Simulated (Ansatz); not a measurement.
Total energies of Ba2Se2 (the lowest singlet isomer of a short search) from Ansatz at PBE-D4/def2-TZVP, gas phase (1 Eh = 27.2114 eV = 2625.5 kJ/mol). The reference geometry is relaxed at PBE-D4/def2-SVP.

Cartesian coordinates in Å:
```
Ba -0.054 -1.901 -0.807
Ba 0.048 1.895 0.821
Se 1.943 -0.344 0.679
Se -1.937 0.350 -0.693
```

```json
{"state": "charge 0 singlet", "geometry": "reference", "energy (Eh)": "-4853.63723"}
{"state": "charge 1 doublet", "geometry": "reference", "energy (Eh)": "-4853.40890"}
{"state": "charge 0 triplet", "geometry": "relaxed at PBE-D4/def2-SVP", "energy (Eh)": "-4853.56928"}
{"state": "charge 0 quintet", "geometry": "relaxed at PBE-D4/def2-SVP", "energy (Eh)": "-4853.48315"}
{"state": "free Ba atom (singlet)", "geometry": "–", "energy (Eh)": "-25.46690"}
{"state": "free Se atom (triplet)", "geometry": "–", "energy (Eh)": "-2401.12489"}
```

In the def2 sets Ba takes a core potential; there is no spin–orbit coupling.

Work out the vertical ionisation energy to the doublet.

E(charge 1 doublet) − E(charge 0 singlet) = -4853.40890 − (-4853.63723) = 0.22833 Eh = 6.21 eV. For comparison, −ε of the highest occupied level is 3.98 eV at this level, 2.23 eV less.

Which of the charge 0 states is lowest, and how far above it are the others?

The singlet. triplet: -4853.56928 − (-4853.63723) = 0.06795 Eh = 178.4 kJ/mol; quintet: -4853.48315 − (-4853.63723) = 0.15408 Eh = 404.5 kJ/mol. The quintet differs in its bonds from the reference.

What is the binding energy per atom against free atoms?

Atoms: 2 × (-25.46690) + 2 × (-2401.12489) = -4853.18358 Eh. Binding: -4853.18358 − (-4853.63723) = 0.45365 Eh = 12.34 eV, or 3.09 eV for each of 4 atoms (no zero-point energy, no counterpoise term).

At PBE-D4/def2-TZVP the gap within one spin of the charge 1 doublet nearly closes, so an electron or hole may be smeared out by delocalisation error. 

The structure comes from a short search, and lower isomers may exist.
